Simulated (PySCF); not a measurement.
C2H2F6NP.
Geometry (PBE0-D3(BJ)/def2-SVP, Å), atoms numbered from 1 in this order:
```
atom  x, y, z in Å
N1    -0.9422    1.4145    0.1749
P2    -0.3619    0.2609   -0.8920
C3    -0.8748   -1.2906    0.0663
F4    -0.6414   -1.2021    1.3795
F5    -2.1855   -1.4734   -0.0922
F6    -0.2436   -2.3695   -0.3923
C7     1.4691    0.2189   -0.3877
F8     1.6505    0.3435    0.9318
F9     2.0711   -0.8999   -0.7819
F10    2.0853    1.2522   -0.9674
H11   -0.6479    1.4515    1.1455
H12   -1.3407    2.2680   -0.1917
```

Linear response at PBE0/def2-SVPD (PySCF, frozen core in the response, non-relativistic).

Static isotropic polarisability: 62.75 au (9.30 Å³), principal values 56.5, 65.7, 66.0 au.

Problem. What is the polarisability at 1064 nm and at the sodium D line?

Solution. 63.17 au at 1064 nm (+0.7 %), 64.17 au at 589.3 nm (+2.3 %). The rise at 589.3 nm is 3.35 times that at 1064 nm; a pure ω² law gives 3.26. The lowest singlet lies at 190 nm, shorter than both wavelengths.

Problem. What is the isotropic C6 coefficient between two such molecules, C6 = (3/π)∫α(iω)² dω?

Solution. 1958 au (Eh·bohr⁶) by a ten-point quadrature over imaginary frequencies, which is 1170 eV·Å⁶ or 113 J·nm⁶/mol.

Problem. Which effective excitation energy ω̄ makes London's formula C6 = (3/4)α²ω̄ exact here?

Solution. ω̄ = 4·C6/(3α²) = 0.663 Eh = 18.0 eV. A one-pole form α(ω) = α/(1 − ω²/ω̄²) fitted to the 1064 nm value gives 14.3 eV.

Problem. The lowest 6 singlets have (eV, f): 6.53, 0.002; 6.79, 0.044; 7.40, 0.050; 7.59, 0.101; 8.10, 0.049; 8.21, 0.015. What share of the static polarisability do they carry in the sum over states α = Σ f/ω²?

Solution. 3.44 au, 5.5 % of α; the largest term, 1.30 au, is that of the state at 7.59 eV. Their oscillator strengths add up to 0.26. Higher states carry the rest.

Problem. What molar refraction at the D line follows from R = (4π/3)·N_A·α′, with α′ the polarisability volume?

Solution. α′ = 9.51 Å³ gives R = 23.99 cm³/mol, for isolated, non-vibrating species.

Problem. What n − 1 at the D line would an ideal gas of it have at 273.15 K and 1 atm (2.6868 × 10¹⁹ cm⁻³), by n − 1 = 2π·N·α′?

Solution. 16.05 × 10⁻⁴, a formal value whether or not that pressure can be reached.

Problem. What three-body coefficient follows from the one-pole estimate C9 = (3/4)·α·C6?

Solution. 92200 au. This is an estimate from the two numbers above, not a computed integral.

The run took 1.7 min (grids of density and orbitals included) on Arm Neoverse N1, one thread, no GPU, on a shared host, and the process peaked at 1.0 GiB of memory. This is the whole response run at PBE0/def2-SVPD, SCF included.

One conformer stands for the species.
